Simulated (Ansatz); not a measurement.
# Worked example: InH3 + InH(SH)2 → 2 InH2(SH)

Species: InH3 `[InH3]`, singlet; InH(SH)2, singlet; InH2(SH), singlet. The partners trade H for SH; both sit on In, so the bond types are kept.

Shapes, held fixed at every level: PBE0-D4/def2-TZVP. Flexible molecules stand in one conformer, not always the lowest. Programs: Ansatz 0.2.0. The zero-point and thermal change to 298 K, harmonic and unscaled (PBE0-D4/def2-TZVP), is +1.0 kJ/mol.

At CCSD(T)/def2-TZVPP; 1 Eh = 2625.50 kJ/mol:

| species | energy (Eh) |
| --- | --- |
| InH3 | -191.238851 |
| InH(SH)2 | -986.814894 |
| InH2(SH) | -589.028882 |

Task: Work out ΔH(298 K) of the reaction at this level.

Result: 
1. Products less reactants: 2 × (-589.028882) − [(-191.238851) + (-986.814894)] = -0.004019 Eh = -10.6 kJ/mol.
2. With the thermal change: -10.6 + (+1.0) = -9.6 kJ/mol.

Other levels give -14.0 (SPW92/def2-TZVPP) to -7.8 kJ/mol (MP2/def2-SVP). No measured value is set beside it here. For atoms past krypton def2 sets carry core potentials with scalar relativity. Outer-core shells of In are correlated in most correlated rows, in sets that cover them unevenly.
